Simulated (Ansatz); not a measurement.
Species: H₅N₂Si, SMILES `[SiH](N)N` (H–N–Si–N torsion 36°, N–Si–N–H torsion 56°) (charge 0, multiplicity 2), formula H$_{5}$N$_{2}$Si.

Q: How many basis functions does frozen-core CCSD(T)/cc-pVTZ // CAM-B3LYP-D3(BJ)/def2-TZVP (Ansatz, an electronic-structure program) use, how many core orbitals are frozen, and how many electrons are correlated?

A: 164 basis functions and 7 frozen orbitals, which leaves 19 correlated electrons. Core time is of the order of minutes.
